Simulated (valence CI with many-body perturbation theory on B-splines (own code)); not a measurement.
**Which ion has this spectrum?**

A relativistic CI+MBPT calculation for an atom or ion with 15 electrons gives these levels (Ry):

```tsv
J	Parity	E	g
3/2	odd	0.000	1.34
3/2	even	17.768	0.78
5/2	even	25.994	1.19
3/2	odd	30.539	1.45
5/2	odd	31.443	1.18
1/2	odd	32.635	0.65
5/2	even	44.211	1.45
3/2	even	46.469	1.14
1/2	even	46.661	2.02
5/2	even	48.094	0.96
1/2	even	48.358	0.22
3/2	even	48.389	0.90
7/2	even	49.043	1.02
5/2	even	51.356	1.15
```

The energies are calculated, and their last digits are not significant.

Question: Which is it?
A. Os61+
B. Au64+
C. Ir62+
D. Re60+

Answer: C. Ir62+, ground level (3s^2 3p1/2^2 3p3/2) J=3/2.
